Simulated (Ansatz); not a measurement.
Saddle point of SiH₄BrCl, closed shell (SiH₃Br ([SiH3][Br]) + HCl → SiH₃Cl ([SiH3][Cl]) + HBr; bonds formed: Si1–Cl7, Br2–H6; bonds broken: Si1–Br2, H6–Cl7), PBE0-D4/def2-TZVP structure:

Si1  (-0.703, -0.120, -0.081)
Br2  (1.602, -1.344, 0.114)
H3  (-1.059, -1.298, -0.905)
H4  (-0.989, -0.262, 1.357)
H5  (-1.531, 0.962, -0.671)
H6  (1.723, 0.404, 0.162)
Cl7  (0.958, 1.658, 0.025)
(Å)

Energies are electronic, without zero-point energy. Barriers and step energies count from the start structure reached by relaxing down the imaginary mode; all methods use the PBE0-D4 structures, on which another method's saddle can fall below an end. Computed with Ansatz 0.2.0 (basis: def2-TZVPP, with def2-QZVPP for the basis limit); correlated methods freeze the cores. Filled d shells of the heavier atoms are correlated. The def2 sets are not built for correlating such inner shells, so the correlated values are less sure here. B3LYP uses VWN-RPA correlation. Extrapolation: Hartree–Fock as exp(−7.88 √X), correlation as X^−2.97.

| method | barrier (kcal/mol) | step energy (kcal/mol) |
| --- | --- | --- |
| SPW92 | 22.38 | 0.09 |
| PBE-D4 | 28.23 | 0.17 |
| BLYP-D4 | 31.77 | -0.53 |
| r2SCAN-D4 | 31.83 | -0.20 |
| B97M-V | ? | -1.03 |
| PBE0-D4 | ? | 0.25 |
| B3LYP-D4 | 35.56 | -0.40 |
| r2SCAN0-D4 | 35.11 | 0.00 |
| BHLYP-D4 | 41.11 | -0.30 |
| CAM-B3LYP-D4 | 38.40 | -0.71 |
| wB97X-V | 38.75 | -0.33 |
| wB97M-V | 36.94 | -0.27 |
| B2PLYP | 37.93 | -0.45 |
| PBE-QIDH | 37.13 | 0.16 |
| RPA on PBE | ? | -0.43 |
| HF | 54.08 | -0.59 |
| MP2 | 37.87 | -0.03 |
| CCSD | 42.78 | -0.21 |
| CCSD(T) | 39.82 | -0.19 |

Problem. Fill in the withheld barriers. (Judge from chemistry; the value comes from the calculation.)

Solution. Computed: PBE0-D4 33.14; RPA on PBE 38.96; B97M-V 36.94 kcal/mol. Each is the energy of the saddle less that of the start structure, by the same method.

For comparison, the barrier by CCSD(T) at an estimated basis limit (MP2 extrapolated from triple and quadruple zeta, plus CCSD(T) − MP2 in triple zeta) is 38.45 kcal/mol.

T1 diagnostic: at most 0.010.

Labels in which every atom is bracketed show which atoms are joined, not bond orders.

For scale, one of the runs: CCSD(T)/def2-TZVPP, 188 basis functions, launched by `ansatz run in.yaml --threads 4 --pin off --events-out ev --progress --plain --max-ram 9574MiB`. Time: 46 s of wall clock on 4 CPU threads of an Arm Neoverse V1; the host was shared. Peak host memory: 1.9 GiB.
